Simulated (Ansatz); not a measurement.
```xyz
2

C     0.1737   -0.0333   -0.3202
S    -0.3365    0.7932    1.2449
```

Basis set: STO-3G (spherical functions). Left uncorrelated: 6 orbitals. Charge 0, multiplicity 1.

Computed with Ansatz (development build ahead of 0.2.0); the reference of a correlated method needn't be the lowest determinant of its kind. Restricted open shells among the atoms or ions are ROHF, correlated in semicanonical orbitals with singles.

Give the atomization energy at this shape (free ground-state atoms in the same class of orbitals less the molecule, no zero-point energy) of singlet CS by RHF-CCSD(T), RHF-CCSD.

```csv
method,atomization energy
RHF-CCSD(T),5.68 eV
RHF-CCSD,5.06 eV
```

Caution: large amplitudes, a single reference is doubtful; no unrestricted run beside it, a lower state can exist; the reference determinant was not shown to be the lowest.

This basis has no polarisation functions and is too small for such energies, which can lie far from measured ones in either direction.
